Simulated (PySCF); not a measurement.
Species: C6H8ClFS.
SMILES with atom numbers: `[CH3:1][C@@H:2]1[CH2:3][C:4](=[S:5])[C@H:6]([F:7])[C@@H:8]1[Cl:9]` (hydrogens: H10, H11, H12 on C1; H13 on C2; H14, H15 on C3; H16 on C6; H17 on C8)

All values: wB97X-D/def2-SVPD (PySCF, non-relativistic), on one gas-phase PBE0-D3(BJ)/def2-SVP geometry that isn't relaxed in the solvent. The solvent is an IEF-PCM continuum (van der Waals radii × 1.2), and excitations are vertical TDDFT with non-equilibrium linear response and a frozen core. Specific hydrogen bonds and non-electrostatic terms are outside this model.

Gas-phase singlets (H = HOMO, L = LUMO):

```
state  E (eV)  λ (nm)      f  leading configurations
   S1   2.420     512  0.000                 H→L 99%
   S2   5.597     222  0.241               H-1→L 95%
   S3   6.084     204  0.020    H-2→L 39%, H-3→L 30%
   S4   6.283     197  0.003    H-3→L 53%, H-2→L 44%
   S5   6.481     191  0.049    H→L+1 59%, H→L+3 25%
```

Give the list for cyclohexane (ε = 2.017), n² = 2.04.

```json
{"state": "S1", "E (eV)": "2.478", "λ (nm)": "500", "f": "0.000", "leading configurations": "H→L 99%", "change by rank (eV)": "+0.058"}
{"state": "S2", "E (eV)": "5.461", "λ (nm)": "227", "f": "0.319", "leading configurations": "H-1→L 95%", "change by rank (eV)": "-0.136"}
{"state": "S3", "E (eV)": "6.048", "λ (nm)": "205", "f": "0.017", "leading configurations": "H-3→L 35%, H-2→L 34%", "change by rank (eV)": "-0.036"}
{"state": "S4", "E (eV)": "6.235", "λ (nm)": "199", "f": "0.005", "leading configurations": "H-2→L 51%, H-3→L 45%", "change by rank (eV)": "-0.048"}
{"state": "S5", "E (eV)": "6.473", "λ (nm)": "192", "f": "0.012", "leading configurations": "H-4→L 40%, H-5→L 19%", "change by rank (eV)": "-0.008"}
```

How does the list change in tetrahydrofuran (ε = 7.426)?

| state | E (eV) | λ (nm) | f | leading configurations | change by rank (eV) |
| --- | --- | --- | --- | --- | --- |
| S1 | 2.570 | 482 | 0.000 | H→L 99% | +0.150 |
| S2 | 5.451 | 227 | 0.316 | H-1→L 95% | -0.146 |
| S3 | 6.015 | 206 | 0.014 | H-2→L 38%, H-3→L 31% | -0.069 |
| S4 | 6.187 | 200 | 0.006 | H-2→L 48%, H-3→L 47% | -0.096 |
| S5 | 6.444 | 192 | 0.014 | H-4→L 30%, H-5→L 27% | -0.037 |

The ground-state energy changes by -0.288 eV from gas to tetrahydrofuran. By how much does the total energy of gas-phase S1 change?

E(S1) = E(S0) + excitation energy, so it changes by -0.288 + 0.150 = -0.138 eV: it is lowered less than the ground state, which is what a blue shift means. This is the vertical state, with the slow part of the continuum still set for S0.

How do the frontier levels move from gas to tetrahydrofuran?

```
orbital  gas (eV)  solvent (eV)  change (eV)
 LUMO+2      2.11          2.48        +0.37
 LUMO+1      1.73          1.86        +0.13
   LUMO     -0.68         -0.68         0.00
   HOMO     -8.48         -8.63        -0.15
 HOMO-1    -10.25        -10.25         0.00
 HOMO-2    -10.75        -10.69        +0.06
 HOMO-3    -10.81        -10.79        +0.02
```

The HOMO–LUMO gap goes from 7.80 to 7.95 eV. Rows go by rank; for LUMO+2 the atom shares or the degeneracy differ between the runs, so the row needn't follow one orbital.

The pairwise dispersion term of wB97X-D wasn't added to the energies; at a given geometry it leaves orbitals and properties as they are.
